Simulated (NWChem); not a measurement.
CH$_{5}$BOSe; SMILES COB[SeH]

```xyz
9

B     -0.5671    -0.5993     0.0000
H     -1.7619    -0.8420     0.0000
O      0.3691    -1.5761     0.0000
C      0.0351    -2.9559     0.0000
H      0.4714    -3.4371    -0.8995
H      0.4714    -3.4371     0.8995
H     -1.0649    -3.1130     0.0000
Se     0.0835     1.2456     0.0000
H     -1.2833     1.8178     0.0000
```
Atoms are numbered in this order, from 1.

Program: NWChem. Pople sets run with spherical d functions. All runs use the structure optimised with PBE-D3(BJ)/def2-SVP.

Question: What does the run give for LC-wPBE (HJS exchange hole, range parameter 0.4 per bohr)/6-31G*? Quantities: highest occupied level (eV); orbital gap (eV); dipole (D).

Answer: 
```yaml
highest occupied level (eV): -9.55
orbital gap (eV): 12.08
dipole (D): 2.59
```
